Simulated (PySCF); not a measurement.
Mo(NMe)(F)3(OH) (CH4F3MoNO), SMILES [F][Mo]([F])([F])([OH])=[N]C, multiplicity 1.

The structure is a stationary point at B3LYP-D3(BJ)/def2-SVP. The multiplicity is an assumed one; other spin states were not compared. The def2 effective core potentials stand for the cores of Mo; spin–orbit coupling is left out. The values are those of a single conformer.

Computed with TDA-PBE/def2-SVPD (PySCF).

Vertical excitations. Isolated molecule, no solvent.

Task: Estimate the UV-visible absorptions. (Estimate from the structure and the level; the computed values follow.)

Result: 
```csv
state,energy (eV),λ (nm),f,main pairs
S1,3.59,345,0.000,HOMO→LUMO 100 %
S2,3.82,324,0.000,HOMO−1→LUMO 99 %
S3,4.77,260,0.004,HOMO−3→LUMO 96 %
S4,4.81,258,0.008,"HOMO−2→LUMO 59 %, HOMO→LUMO+2 16 %, HOMO−1→LUMO+1 10 %"
S5,4.86,255,0.000,HOMO→LUMO+1 83 %
S6,5.18,239,0.000,HOMO−1→LUMO+2 79 %
S7,5.27,235,0.014,"HOMO−2→LUMO+2 41 %, HOMO−4→LUMO 23 %, HOMO−5→LUMO 15 %"
S8,5.29,234,0.003,"HOMO−5→LUMO 62 %, HOMO−6→LUMO 18 %, HOMO−2→LUMO+2 13 %"
S9,5.33,233,0.000,HOMO−2→LUMO+1 95 %
S10,5.45,227,0.032,"HOMO−2→LUMO+2 37 %, HOMO−4→LUMO 16 %, HOMO−7→LUMO 15 %, HOMO−2→LUMO 12 %"
T1,3.39,365,0,HOMO→LUMO 99 %
T2,3.59,346,0,HOMO−1→LUMO 96 %
T3,3.68,337,0,HOMO−2→LUMO 95 %
T4,4.13,300,0,"HOMO→LUMO+2 72 %, HOMO−1→LUMO+1 21 %"
```
Triplets are in the Tamm–Dancoff approximation.
